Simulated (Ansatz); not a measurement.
AlH2Br (SMILES [AlH2][Br]): where methods fail along a bond

AlH2Br: 4 atoms, total charge 0, spin state singlet. SMILES: `[AlH2][Br]`. Geometry: relaxed at PBE0-D4/def2-TZVP.

```csv
atom,x (Å),y (Å),z (Å)
Al,-0.1483,-0.0647,-0.1103
Br,1.6849,0.4966,1.0797
H,-0.5616,-1.5848,-0.1392
H,-0.9197,1.0927,-0.8504
```

The Al1–Br2 distance is scanned; the parts on either side stay rigid. Basis STO-3G, 14 core orbitals frozen in the correlated methods; program Ansatz 0.2.0. FCI is exact within this basis and core. Energies in eV from each method's value at 2.256 Å; methods without a U are spin-restricted. The shape above is that at 2.256 Å.

```
distance (Å)   PBE  BHLYP   MP2  CCSD  CCSD(T)  BCCD(T)   FCI
       2.256  0.00   0.00  0.00  0.00     0.00     0.00  0.00
       2.821  1.91   2.14  2.19  2.10     2.09     2.09  2.09
       3.385  4.02   4.58  4.71  4.41     4.38     4.39  4.38
       4.513  5.83   6.85  6.84  5.70     4.89     5.54  5.55
       5.641  6.12   7.38  6.83  5.73     4.56     5.52  5.56
```

Departure from the FCI curve at its largest: PBE +0.57 eV at 5.64 Å; BHLYP +1.83 eV at 5.64 Å; MP2 +1.29 eV at 4.51 Å; CCSD +0.18 eV at 5.64 Å; CCSD(T) -1.00 eV at 5.64 Å; BCCD(T) -0.04 eV at 5.64 Å. The curve of CCSD(T) turns over, which the reference doesn't. Restricted functionals keep the electrons paired too, and rise too high.
